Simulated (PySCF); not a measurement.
These 2 structures share the formula C6H9FO. Computed with PySCF, PBE0-D3(BJ)/def2-SVP geometry optimisation, gas phase. One conformer each; no zero-point energy, no entropy. No frequencies were run at this level. Point groups hold within 0.08 Å.

Question: Rank from lowest to highest electronic energy at this level (kJ/mol).
A. `[CH3:1][O:2]/[CH:3]=[CH:4]/[CH2:5]/[CH:6]=[CH:7]\[F:8]` with C1–O2–C3–C4 -1°, C3–C4–C5–C6 -115°, C4–C5–C6–C7 -120°
B. `[O:1]=[C:2]1[CH2:3][CH2:4][CH2:5][CH2:6][C@H:7]1[F:8]` with O1–C2–C3–C4 -121°, C2–C3–C4–C5 -53°, C3–C4–C5–C6 54°, C4–C5–C6–C7 -56°

Answer: B (0.0), A (201.5).

As drawn, the lower has a C=O bond, which the higher lacks; the higher has a C=C bond outside aromatic rings, which the lower lacks.

```
         SMILES      E (Eh)  E rel (kJ/mol)  dipole (D)  point group       A, B, C (MHz)
O=C1CCCC[C@H]1F  -408.38519             0.0        2.72           C1    2573, 2189, 1587
 CO/C=C/C/C=C\F  -408.30846           201.5        1.29           C1  6120, 692.3, 669.2
```
